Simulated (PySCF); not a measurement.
**Radial density of Ba+ (barium, charge +1)**

UHF, [Xe] 6s1, 2S determinant. All numbers are calculated (PySCF 2.14, scalar relativity through the core potential, in def2-SVP with the def2 core potential (46 electrons) (4s3p2d1f, 30 functions)). This is the valence pseudo-density: the core potential removes the inner electrons and smooths the orbitals near the nucleus.

```
r (bohr)  4πr²ρ (e/bohr)  4πr²(ρα − ρβ)
  0.0506       1.244e-05         0.0000
  0.0852       3.075e-05         0.0000
   0.143       5.758e-05         0.0000
   0.241       4.250e-05         0.0000
   0.405       4.882e-05         0.0000
   0.682         0.04945         0.0016
    1.15           3.122         0.0452
    1.93           5.088        -0.0082
    3.24          0.7866         0.2264
    5.46          0.2029         0.1992
    9.18        0.006675         0.0067
```

Energies and moments cover only the electrons outside the core potential. Spin-orbit coupling, which splits the p, d and f shells strongly at this Z, is absent.

Problem. Where is the radial spin density 4πr²(ρα − ρβ) most negative, and why is it negative at all?

Solution. Around r = 1.93 bohr, down to -0.0082 e/bohr: exchange with the open shell polarises the paired shells in an unrestricted calculation.
